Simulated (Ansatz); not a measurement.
Reaction (ligand exchange at the Si–C bond): `O=C([SiH3])OCO` + `B[Si](O)(F)Cl` → `B[Si](F)(Cl)O[SiH3]` + `O=COCO`

Calculated with Ansatz (gas phase, PBE0-D4/def2-TZVP geometries, no zero-point term in ΔE). CCSD(T)/CBS is the MP2 limit (def2-TZVPP, def2-QZVPP) plus CCSD(T) − MP2 in def2-TZVPP, frozen cores. One conformer a species, not always the lowest.

| species | CCSD(T)/CBS(def2) energy (Eh) |
| --- | --- |
| `O=C([SiH3])OCO` | -594.29827 |
| `B[Si](O)(F)Cl` | -950.56525 |
| `B[Si](F)(Cl)O[SiH3]` | -1240.88456 |
| `O=COCO` | -304.02396 |

Work out ΔE.

ΔE = (-1240.88456) + (-304.02396) − (-594.29827) − (-950.56525) = -0.04500 Eh = -28.2 kcal/mol.

Largest T1 diagnostic among the species: 0.015.

From PBE to PBE0 (25 % exact exchange), in def2-TZVPP and without D4, ΔE moves by −2.5 kcal/mol. In def2-TZVPP, CCSD(T) changes the Hartree–Fock value by +6.0 kcal/mol (the triples alone add +1.1 kcal/mol) and MP2 by +5.2 kcal/mol.
